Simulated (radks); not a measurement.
Values are calculated unless marked as measured or tabulated.
The calcium ion Ca4+, 16 electrons, occupied as [Ne] 3s2 3p4 (the NIST ground configuration). Code: a radial shooting solver on a logarithmic mesh with Libxc functionals. Model: non-relativistic Kohn-Sham, Slater X-alpha with alpha = 1.002, spin-polarised, spherical densities, point nucleus; open shells are filled with parallel spins first.

X-ray form factor f0, the Fourier transform of the density (f0(0) = 16):

sin(theta)/lambda (1/angstrom)  f0 (electrons)
0.05                                    15.827
0.1                                     15.330
0.15                                    14.570
0.2                                     13.635
0.25                                    12.617
0.3                                     11.600
0.4                                      9.799
0.5                                      8.453
0.6                                      7.512
0.8                                      6.259
1                                        5.232
1.25                                     4.042
1.5                                      3.075
2                                        1.927
